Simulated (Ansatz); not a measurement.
MP2, SCS-MP2 and SOS-MP2 from spin components

System: C$_{2}$H$_{7}$BFN, singlet, at a GFN2-xTB geometry. Level: MP2/def2-SV(P) in Ansatz (an electronic-structure program). Sums are taken with unrounded values, so a last digit can differ.

Ansatz was given this input:
Ansatz 0.2 input:
```yaml
crystal:
  periodic: [false, false, false]
  atoms:
    - {symbol: B, position_ang: [0.35289219, -0.92109293, 0.53448699]}
    - {symbol: H, position_ang: [0.28675516, -1.33363356, 1.62801690]}
    - {symbol: F, position_ang: [0.99046068, -1.66452632, -0.37802504]}
    - {symbol: N, position_ang: [-0.19216122, 0.28829975, 0.14400111]}
    - {symbol: C, position_ang: [-0.11210802, 0.80124372, -1.20736395]}
    - {symbol: C, position_ang: [-0.90147280, 1.17619112, 1.03516186]}
    - {symbol: H, position_ang: [-1.11524947, 0.94686308, -1.61902885]}
    - {symbol: H, position_ang: [0.40915287, 1.76307505, -1.21891173]}
    - {symbol: H, position_ang: [0.42922823, 0.09647472, -1.83211443]}
    - {symbol: H, position_ang: [-0.40242326, 2.14899775, 1.08178065]}
    - {symbol: H, position_ang: [-1.92525051, 1.33362914, 0.68207695]}
    - {symbol: H, position_ang: [-0.93420668, 0.74808810, 2.03317569]}
basis:
  gaussian:
    orbitals: def2-SV_P_.json
magnetization: {spin_polarized: false}
correlation: {method: mp2}
```
The basis file holds def2-SV(P) in the JSON format of the Basis Set Exchange.

It gave an SCF energy of -258.261870 Eh, a same-spin correlation energy of -0.169779 Eh and an opposite-spin one of -0.503528 Eh.

Problem. Work out the MP2, SCS-MP2 (6/5 and 1/3) and SOS-MP2 (1.3 and 0) correlation and total energies.

Solution. MP2: -0.503528 + (-0.169779) = -0.673307 Eh, total -258.935176 Eh, as the program printed. SCS-MP2: 1.2 × (-0.503528) + (-0.169779)/3 = -0.660826 Eh, total -258.922696 Eh. SOS-MP2: 1.3 × (-0.503528) = -0.654586 Eh, total -258.916456 Eh. Opposite spins carry 75 % of the MP2 correlation; same-spin pairs are already kept apart by exchange.
